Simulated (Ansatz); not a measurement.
Computed with Ansatz on PBE0-D4/def2-TZVP structures; ΔE is electronic, products minus reactants. CBS: MP2 limit from def2 TZ/QZ plus the TZ coupled-cluster correction, frozen cores. DFT in def2-TZVPP. B3LYP here is the variant with VWN-RPA as its local correlation; programs differ in this. One conformer a species, not always the lowest.

Reaction (isomerisation): `NC1=C([SiH2]F)N1` → `CN1C=N[SiH]1F`

| level | ΔE (eV) | difference from CCSD(T)/CBS |
| --- | --- | --- |
| PBE-D4 | -2.58 | 0.25 |
| r2SCAN-D4 | -2.72 | 0.11 |
| PBE0-D4 | -2.71 | 0.12 |
| B3LYP-D4 | -2.68 | 0.15 |
| ωB97X-V | -2.81 | 0.02 |
| ωB97M-V | -2.80 | 0.03 |
| B2PLYP | -2.77 | 0.06 |
| PBE | -2.55 | 0.28 |
| r2SCAN | -2.71 | 0.12 |
| PBE0 | -2.70 | 0.13 |
| B3LYP | -2.65 | 0.18 |
| HF/def2-TZVPP | -2.95 | -0.12 |
| MP2/def2-TZVPP | -2.88 | -0.05 |
| SCS-MP2/def2-TZVPP | -2.88 | -0.05 |
| CCSD/def2-TZVPP | -2.87 | -0.04 |
| CCSD(T)/def2-TZVPP | -2.85 | -0.02 |
| HF/def2-QZVPP | -2.96 | -0.13 |
| MP2/def2-QZVPP | -2.87 | -0.04 |
| SCS-MP2/def2-QZVPP | -2.87 | -0.04 |
| HF/CBS(def2) | -2.96 | -0.13 |
| MP2/CBS(def2) | -2.86 | -0.03 |
| CCSD/CBS(def2) | -2.85 | -0.02 |
| CCSD(T)/CBS | -2.83 | 0 |

Largest T1 diagnostic among the species: 0.014.

In def2-TZVPP, CCSD(T) changes the Hartree–Fock value by +0.09 eV (the triples alone add +0.02 eV) and MP2 by +0.07 eV. From PBE to PBE0 (25 % exact exchange), in def2-TZVPP and without D4, ΔE moves by −0.14 eV. The D4 term adds −0.03 eV with B3LYP and −0.02 eV with PBE0; it sums over pairs of atoms, weighted by their polarisabilities, and B3LYP, whose exchange is more repulsive, gets the larger term.

CCSD(T)/CBS has its own doubt, a few kJ/mol and more with outer-core shells, so smaller differences from it don't rank the levels.
